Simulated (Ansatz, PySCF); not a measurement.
Spin states of F3Ta (SMILES [F][Ta]([F])[F]), each relaxed with B3LYP-D3(BJ)/def2-TZVP.
State 1 (charge 0, multiplicity 1):
| atom | x (Å) | y (Å) | z (Å) |
|---|---|---|---|
| Ta | -0.0145 | 0.0166 | -0.0139 |
| F | 1.7638 | -0.3584 | -0.3459 |
| F | -0.7690 | -0.4441 | 1.6082 |
| F | -1.0383 | 0.8528 | -1.3044 |
State 2 (charge 0, multiplicity 3):
```xyz
4

Ta     0.07020    -0.05411     0.09276
F      1.82314    -0.30537    -0.53449
F     -0.96859    -0.39976     1.61945
F     -0.98274     0.82620    -1.23376
```

```csv
level,energy of the multiplicity-3 state less that of the multiplicity-1 state (kcal/mol),cost
SVWN5/def2-TZVPP,16.96,×0.6
PBE/def2-TZVPP,10.98,×1
PBE-D3(BJ)/def2-TZVPP,10.99,×1
r2SCAN/def2-TZVPP,5.90,×2
r2SCAN-D3(BJ)/def2-TZVPP,5.90,×2
r2SCANh/def2-TZVPP,5.00,×2
BHLYP/def2-TZVPP,8.22,×2
BHLYP-D3(BJ)/def2-TZVPP,8.23,×2
CAM-B3LYP-D3(BJ)/def2-TZVPP,11.01,×2
wB97X-V/def2-TZVPP,13.25,×5
CCSD/def2-SVP,10.20,-
CCSD/def2-TZVPP,11.02,-
CCSD(T)/def2-TZVPP,13.66,×50
"CCSD(T)/CBS(def2-SVP, def2-TZVPP)",13.20,×60
```

The rows run from 5.00 (r2SCANh/def2-TZVPP) to 16.96 kcal/mol (SVWN5/def2-TZVPP). The dispersion term adds 0.01 in PBE-D3(BJ), 0.00 in r2SCAN-D3(BJ), 0.01 in BHLYP-D3(BJ). The 6 functionals in def2-TZVPP without D3 or D4 span 11.96, from r2SCANh to SVWN5.

Singlets are restricted, other states unrestricted; no spin–orbit coupling, no relativity up to Kr; see below for the cores. The largest T1 diagnostic is 0.023.

Correlated levels freeze the inner cores; with def2 sets outer-core shells near the valence are correlated too. CBS: X⁻³ extrapolation of the correlation energy, Hartree–Fock from the larger set.

Doubts at one or more of the structures used: a restricted determinant that unrestricted orbitals would lower (CCSD/def2-SVP, CCSD/def2-TZVPP, CCSD(T)/def2-TZVPP, CCSD(T)/CBS(def2-SVP, def2-TZVPP)).

Codes used: Ansatz (Gaussian orbitals); PySCF for the dispersion terms. Each number belongs to the level named beside it. In def2 rows elements past Kr take small-core potentials, without spin–orbit coupling.

Costs are rough ratios of core time to PBE/def2-TZVPP (about 12 s over the structures, on one shared machine); a dash marks a level with no comparable run of its own.

Ansatz is a program for electronic structure.
